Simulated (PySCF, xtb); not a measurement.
FH5SSi2, SMILES S([SiH2]F)[SiH3]. Other conformers were not sampled.

Harmonic wavenumbers (cm⁻¹) from GFN2-xTB (xtb 6.7.1) at its own minimum, in rising order: 41, 83, 107, 198, 468, 494, 518, 530, 562, 583, 712, 738, 749, 767, 775, 821, 2298, 2331, 2367, 2376, 2436.

Question: What does PBE-D3(BJ)/def2-SVP (PySCF) give at its own minimum? (The exact figures need the calculation; the answer reports its results.)

Answer: 33, 80, 135, 243, 472, 507, 567, 603, 635, 711, 834, 858, 891, 911, 913, 925, 2162, 2184, 2189, 2193, 2209. Paired by order, the mean absolute difference is 98 cm⁻¹ and the zero-point energies are 28.5 and 29.0 kcal/mol.
